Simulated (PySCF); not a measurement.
GaH3, SMILES [GaH3].

Geometry optimised at PBE-D3(BJ)/def2-TZVPD. The isomer is the one that the SMILES or the coordinates give; other isomers of the formula were not compared.

The numbers are results of PBE-D3(BJ)/def2-TZVPD (PySCF 2.14.0), not measurements.

Frequencies are harmonic and unscaled.

Modes within 1.5 cm⁻¹ of each other (mostly degenerate sets) share a row, with their intensities summed.

**Question.** Give all harmonic wavenumbers and intensities. (Estimate from the structure and the level; the computed values follow.)

**Answer.** 
| mode | ν (cm⁻¹) | IR (km/mol) | moving atoms (share of kinetic energy) |
|---|---|---|---|
| 1 | 700 | 142.2 | H 96 % |
| 2–3 | 732 | 264.7 | H 98 % |
| 4 | 1909 | 0.0 | H 100 % |
| 5–6 | 1921 | 482.3 | H 98 % |
